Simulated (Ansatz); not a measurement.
A structure relaxed at PBE0-D4/def2-TZVP, charge 0, multiplicity 1:

```json
{"atom": "O1", "x (Å)": "0.413", "y (Å)": "-0.402", "z (Å)": "-1.739"}
{"atom": "C2", "x (Å)": "0.798", "y (Å)": "-0.680", "z (Å)": "-0.410"}
{"atom": "C3", "x (Å)": "-0.313", "y (Å)": "-0.397", "z (Å)": "0.591"}
{"atom": "B4", "x (Å)": "-0.826", "y (Å)": "1.070", "z (Å)": "0.665"}
{"atom": "F5", "x (Å)": "-0.312", "y (Å)": "1.998", "z (Å)": "-0.143"}
{"atom": "H6", "x (Å)": "0.343", "y (Å)": "0.552", "z (Å)": "-1.834"}
{"atom": "H7", "x (Å)": "1.065", "y (Å)": "-1.739", "z (Å)": "-0.393"}
{"atom": "H8", "x (Å)": "1.702", "y (Å)": "-0.118", "z (Å)": "-0.139"}
{"atom": "H9", "x (Å)": "-0.008", "y (Å)": "-0.695", "z (Å)": "1.605"}
{"atom": "H10", "x (Å)": "-1.182", "y (Å)": "-1.035", "z (Å)": "0.376"}
{"atom": "H11", "x (Å)": "-1.679", "y (Å)": "1.445", "z (Å)": "1.420"}
```

Problem. Give its formula and SMILES.

Solution. C2H6BFO, `OCCBF`.

Problem. Summarise the bond lengths by kind.

Solution. 1 × C–O 1.412 Å; 1 × H–O 0.961 Å; 1 × C–C 1.522 Å; 4 × C–H 1.092 to 1.100 Å; 1 × B–C 1.556 Å; 1 × B–F 1.333 Å; 1 × B–H 1.200 Å.

Program: Ansatz 0.2.0.
